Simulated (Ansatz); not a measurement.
A thermochemical cycle in electronic energies (no zero-point or thermal terms), species as SMILES, kcal/mol. Structures are relaxed separately at B3LYP-D3(BJ)/def2-TZVP in Ansatz (a first-principles code). Correlated levels leave the core frozen unless marked. Open shells are spin-unrestricted. No spin-orbit coupling. Non-relativistic. CBS marks a two-point X^-3 extrapolation of the correlation energy; Hartree-Fock from the larger set. Anions need diffuse functions, of which def2-TZVPD holds fewer than the aug- sets.

```json
[
 {"step": "bond energy D: F[SiH3] [fluorosilane] -> F[SiH2] + H atom", "CCSD(T)/CBS(aug-cc-pV(T+d)Z,aug-cc-pV(Q+d)Z) (Ansatz)": "99.5", "wB97X-V/def2-TZVPD (Ansatz)": "98.6"},
 {"step": "electron affinity EA, positive where the anion is bound: F[SiH2] + e- → F[SiH2-]", "CCSD(T)/CBS(aug-cc-pV(T+d)Z,aug-cc-pV(Q+d)Z) (Ansatz)": "32.5", "wB97X-V/def2-TZVPD (Ansatz)": "31.4"},
 {"step": "ionisation of the H atom at the same level, IE", "CCSD(T)/CBS(aug-cc-pV(T+d)Z,aug-cc-pV(Q+d)Z) (Ansatz)": "313.7", "wB97X-V/def2-TZVPD (Ansatz)": "314.1"}
]
```

Task: Find the deprotonation energy A: F[SiH3] [fluorosilane] → F[SiH2-] + H+.

Result: Breaking the bond, ionising the H atom and attaching the electron to the radical add up to the deprotonation, A = D + IE - EA. At CCSD(T)/CBS(aug-cc-pV(T+d)Z,aug-cc-pV(Q+d)Z): A = D + IE - EA = 99.5 + 313.7 - 32.5 = 380.7. At wB97X-V/def2-TZVPD: A = D + IE - EA = 98.6 + 314.1 - 31.4 = 381.3. The functional differs from the first level by -0.9 in D, -1.1 in EA and +0.6 in A; for EA and A the gap mixes functional and basis.
